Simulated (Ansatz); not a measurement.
Consider the isomerisation: `FC[SiH](F)[SiH3]` → `C[SiH2][SiH](F)F`.

Calculated with Ansatz (gas phase, PBE0-D4/def2-TZVP geometries, no zero-point term in ΔE). CBS: MP2 limit from def2 TZ/QZ plus the TZ coupled-cluster correction, frozen cores. DFT in def2-TZVPP. One conformer a species, not always the lowest.

CCSD(T)/CBS gives -262.5 kJ/mol.

**Question.** Another level gave -258.9 kJ/mol. Which?
A. LC-ωPBE/def2-TZVPP
B. r2SCANh/def2-TZVPP
C. PBE-D4/def2-TZVPP
D. MP2/def2-TZVPP

**Answer.** B. r2SCANh -258.9, LC-ωPBE -254.1, PBE-D4 -243.6, MP2/def2-TZVPP -271.4 kJ/mol.

Largest T1 diagnostic among the species: 0.012.

From PBE to PBE0 (25 % exact exchange), in def2-TZVPP and without D4, ΔE moves by −7.1 kJ/mol. Leaving LDA and LC-ωPBE aside and taking each functional with its dispersion term where it has one, the values, not all of them listed here, spread over 20.3 kJ/mol, from PBE-QIDH to revPBE-D4. LDA lies −3.6 kJ/mol from PBE without D4. At CCSD(T), def2-SVP lies +29.0 kJ/mol from the extrapolated value and def2-TZVPP +4.2 kJ/mol.

CCSD(T)/CBS has its own doubt, a few kJ/mol and more with outer-core shells, so smaller differences from it don't rank the levels.
